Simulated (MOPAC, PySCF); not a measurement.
[Ti(OH)(H)3], neutral singlet in the gas phase. 

Cartesian coordinates (Å):
```xyz
6

Ti     0.0602    -0.0225    -0.0257
O     -0.5409    -0.2771    -1.6228
H     -0.8774    -0.4193    -2.5142
H      1.5660    -0.8116     0.0622
H      0.2070     1.6611     0.1795
H     -1.0807    -0.7001     1.0407
```
Charge 0, spin multiplicity 1.

All levels are single points at this geometry (r2SCAN-D4/def2-SVP); Pople sets use spherical d functions. Orbital energies aren't observables, and empty levels follow the basis.

TPSSh-D3(BJ)/def2-TZVP in PySCF gives gap (eV) = 4.85.

**Question.** Estimate the gap (eV) from each of these levels: B3LYP/6-31G* (LANL2DZ on Ti) in PySCF; M06-2X/6-31G* (LANL2DZ on Ti) in PySCF; SVWN5/6-31G* (LANL2DZ on Ti) in PySCF; HF/6-31G* (LANL2DZ on Ti) in PySCF; PM6 in MOPAC.

**Answer.** 
| level | gap (eV) |
|---|---|
| B3LYP/6-31G* (LANL2DZ on Ti) in PySCF | 5.46 |
| M06-2X/6-31G* (LANL2DZ on Ti) in PySCF | 8.01 |
| SVWN5/6-31G* (LANL2DZ on Ti) in PySCF | 3.19 |
| HF/6-31G* (LANL2DZ on Ti) in PySCF | 12.75 |
| PM6 in MOPAC | 6.27 |
